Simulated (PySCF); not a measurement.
hexane (C6H14), SMILES CCCCCC.

Geometry: B3LYP-D3(BJ)/def2-SVP. The values are those of a single conformer.

These are B3LYP-D3(BJ)/def2-SVP (PySCF 2.14.0) values and carry that method's errors.

Frequencies are harmonic and unscaled.

Question: Give all harmonic wavenumbers and intensities. (The exact figures need the calculation; the answer reports its results.)

Answer: 
| mode | ν (cm⁻¹) | IR (km/mol) | moving atoms (share of kinetic energy) |
|---|---|---|---|
| 1 | 71 | 0.0 | H 58 %, C 42 % |
| 2 | 97 | 0.0 | C 62 %, H 38 % |
| 3 | 142 | 0.0 | C 60 %, H 40 % |
| 4 | 166 | 0.0 | H 61 %, C 39 % |
| 5 | 252 | 0.0 | H 91 %, C 9 % |
| 6 | 265 | 0.0 | H 69 %, C 31 % |
| 7 | 318 | 0.0 | C 59 %, H 41 % |
| 8 | 402 | 0.0 | C 68 %, H 32 % |
| 9 | 462 | 0.2 | C 60 %, H 40 % |
| 10 | 739 | 3.6 | H 91 %, C 9 % |
| 11 | 762 | 1.7 | H 85 %, C 15 % |
| 12 | 802 | 1.0 | H 82 %, C 18 % |
| 13 | 882 | 0.8 | C 63 %, H 37 % |
| 14 | 902 | 1.5 | H 60 %, C 40 % |
| 15 | 913 | 2.1 | H 78 %, C 22 % |
| 16 | 991 | 0.2 | C 51 %, H 49 % |
| 17 | 1016 | 0.5 | H 81 %, C 19 % |
| 18 | 1058 | 0.0 | C 52 %, H 48 % |
| 19 | 1075 | 0.6 | C 58 %, H 42 % |
| 20 | 1098 | 0.2 | C 52 %, H 48 % |
| 21 | 1154 | 2.4 | C 60 %, H 40 % |
| 22 | 1186 | 0.2 | C 53 %, H 47 % |
| 23 | 1238 | 0.8 | H 70 %, C 30 % |
| 24 | 1267 | 0.9 | H 74 %, C 26 % |
| 25 | 1301 | 0.5 | H 81 %, C 19 % |
| 26 | 1314 | 2.9 | H 85 %, C 15 % |
| 27 | 1321 | 0.1 | H 95 % |
| 28 | 1365 | 1.2 | H 74 %, C 26 % |
| 29 | 1373 | 3.6 | H 68 %, C 32 % |
| 30 | 1401 | 1.5 | H 74 %, C 26 % |
| 31 | 1404 | 3.0 | H 72 %, C 28 % |
| 32 | 1410 | 4.9 | H 58 %, C 42 % |
| 33 | 1458 | 1.3 | H 93 % |
| 34 | 1463 | 0.4 | H 94 % |
| 35 | 1464 | 0.8 | H 94 % |
| 36 | 1471 | 5.7 | H 97 % |
| 37 | 1473 | 3.5 | H 95 % |
| 38 | 1476 | 1.7 | H 94 % |
| 39 | 1482 | 3.3 | H 93 % |
| 40 | 1487 | 4.8 | H 91 %, C 9 % |
| 41 | 3003 | 0.5 | H 94 % |
| 42 | 3007 | 9.4 | H 94 % |
| 43 | 3015 | 29.0 | H 94 % |
| 44 | 3016 | 68.0 | H 94 % |
| 45 | 3021 | 32.3 | H 97 % |
| 46 | 3024 | 21.6 | H 97 % |
| 47 | 3038 | 3.7 | H 91 %, C 9 % |
| 48 | 3047 | 6.2 | H 91 %, C 9 % |
| 49 | 3056 | 25.1 | H 91 %, C 9 % |
| 50 | 3068 | 77.6 | H 90 %, C 10 % |
| 51 | 3098 | 52.7 | H 91 %, C 9 % |
| 52 | 3101 | 36.9 | H 91 %, C 9 % |
| 53 | 3106 | 35.6 | H 91 %, C 9 % |
| 54 | 3110 | 37.9 | H 91 %, C 9 % |
